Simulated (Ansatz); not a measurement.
Input for Ansatz (an electronic-structure program): R-PBE/def2-TZVPP on H2S2Si (SMILES S[Si]S), a point of a torsion scan.

Ansatz 0.2 input:
```yaml
crystal:
  periodic: [false, false, false]
  atoms:
    - {symbol: S, position_ang: [1.68878025, -0.24981094, 0.15486072]}
    - {symbol: Si, position_ang: [0.01721715, -1.34124727, -0.79894785]}
    - {symbol: S, position_ang: [-1.01711593, -2.12435879, 0.94322729]}
    - {symbol: H, position_ang: [1.33074304, 0.91173218, -0.37101661]}
    - {symbol: H, position_ang: [-0.20796986, -1.66425263, 1.88830736]}
basis:
  gaussian:
    orbitals: def2-TZVPP
hamiltonian:
  xc: {name: PBE}
scf: {lower_state_search: off}
```

The log:

```
WARN ansatz: RAYON_NUM_THREADS=1 ignored (pool sized by the plan → 1); use --threads N
Functional definition: PBE
these checks for a lower state are left out or cut short: stability, starts, cluster_reference, orbital_swaps, neighbouring_geometries, increment
integrals: 0.08 GiB planned
974 factors; their error is unknown
mean field: 0.47 GiB planned
mean field evaluation 1: about -29567.4323 eV, gradient 2.5e1 eV
mean field evaluation 2: about -29564.5313 eV, gradient 4.0e1 eV
mean field evaluation 4: about -29569.1780 eV, gradient 2.8e0 eV
mean field evaluation 8: about -29569.1770 eV, gradient 1.4e-1 eV
mean field evaluation 16: about -29569.1771 eV, gradient 2.4e-5 eV
mean field -29569.17707675 eV, -1086.6472148623 hartree, gradient 4.9e-6 eV, S^2 0.000000; 0 other end points of the search recorded, 0 dependent functions left out
reference -29569.17710755 eV, -1086.6472159943 hartree; 24, 24 occupied and 130, 130 virtual orbitals, 974 factors
Total energy: -29569.17710755 eV, -1086.6472159943 hartree
Checks for a lower state left out: stability, starts, cluster_reference, orbital_swaps, neighbouring_geometries, increment
```

The run converged.

Cost: very roughly 1.3 core-seconds.
